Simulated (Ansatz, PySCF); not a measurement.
CH7FOSi2, SMILES O[SiH2][SiH2]CF. Atoms are numbered in the order given.

```xyz
12

O     -1.6168     1.4925    -0.3545
Si    -1.6021     0.1736     0.6844
Si     0.6459    -0.4897     0.6436
C      1.2247    -0.3160    -1.1644
F      2.5747    -0.6286    -1.2772
H     -2.4663     1.9273    -0.4971
H     -2.4975    -0.9240     0.1871
H     -2.0830     0.5325     2.0585
H      0.8097    -1.9031     1.1019
H      1.4848     0.3940     1.5086
H      0.6453    -0.9809    -1.8321
H      1.0590     0.7205    -1.5115
```
Charge 0, spin multiplicity 1.

The structure is a stationary point at r2SCAN-D4/def2-SVP. The structure was generated by enumeration, and PubChem lists no compound with its InChIKey, so it may never have been made. The values are those of a single conformer.

Two levels are set side by side: PBE-D3(BJ)/def2-SVP (Ansatz, a program for electronic structure) and r2SCAN-D4/def2-SVP (Ansatz). Each level has its own optimised geometry; the coordinates shown are those of the second. Frequencies come from the Hessian of PySCF at each geometry. Differences are taken from unrounded values.

| quantity | r2SCAN-D4 |
|---|---|
| mean bond length (Å) | 1.499 |
| bond O1–Si2 (Å) | 1.679 |
| bond Si2–Si3 (Å) | 2.344 |
| bond Si3–C4 (Å) | 1.906 |
| bond C4–F5 (Å) | 1.390 |
| bond O1–H6 (Å) | 0.965 |
| bond Si2–H7 (Å) | 1.501 |
| bond Si2–H8 (Å) | 1.499 |
| bond Si3–H9 (Å) | 1.495 |
| bond Si3–H10 (Å) | 1.494 |
| bond C4–H11 (Å) | 1.106 |
| bond C4–H12 (Å) | 1.106 |
| highest harmonic wavenumber (cm⁻¹) | 3866 |
| mean harmonic wavenumber (cm⁻¹) | 1137 |
| zero-point energy (kcal/mol) | 48.75 |

Q: What does PBE-D3(BJ) give, and how far is it from r2SCAN-D4? (The exact figures need the calculation; the answer reports its results.)

A: 
```csv
quantity,PBE-D3(BJ),PBE-D3(BJ) minus r2SCAN-D4
mean bond length (Å),1.508,0.009
bond O1–Si2 (Å),1.694,0.015
bond Si2–Si3 (Å),2.350,0.006
bond Si3–C4 (Å),1.917,0.011
bond C4–F5 (Å),1.393,0.002
bond O1–H6 (Å),0.974,0.009
bond Si2–H7 (Å),1.513,0.012
bond Si2–H8 (Å),1.511,0.012
bond Si3–H9 (Å),1.505,0.011
bond Si3–H10 (Å),1.505,0.010
bond C4–H11 (Å),1.115,0.008
bond C4–H12 (Å),1.114,0.008
highest harmonic wavenumber (cm⁻¹),3748,-118
mean harmonic wavenumber (cm⁻¹),1106,-31
zero-point energy (kcal/mol),47.42,-1.32
```
